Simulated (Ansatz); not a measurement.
Basis-set extrapolation for C3H3LiO2, SMILES `[Li-]1[O]C=CC=[O+]1` (PBE0-D4/def2-TZVP geometry, frozen core, Ansatz). Multiplicity 1, RHF reference. For Li the program correlates outer-core shells too, which these sets cover unevenly, so the extrapolated numbers aren't a true limit.

```json
{"": "HF", "def2-TZVPP": "-272.705748", "def2-QZVPP": "-272.718575"}
{"": "MP2 correlation", "def2-TZVPP": "-0.973404", "def2-QZVPP": "-1.043861"}
{"": "CCSD(T) correlation", "def2-TZVPP": "-1.034370", "def2-QZVPP": "-1.099904"}
```

Energies in hartree. Use E(X) = E(∞) + A·exp(−7.88·√X) for Hartree–Fock and E(X) = E(∞) + B·X^(−2.97) for correlation, with X = 3 and 4.

Task: What is the CCSD(T) energy at the basis-set limit?

Result: HF limit: -272.718575 + (-0.012827) × 0.13774 = -272.72034. Correlation limit: -1.099904 + (-0.065534) × 0.74074 = -1.14845. Total: -273.86879 hartree, 3.50 eV below CCSD(T)/def2-TZVPP.
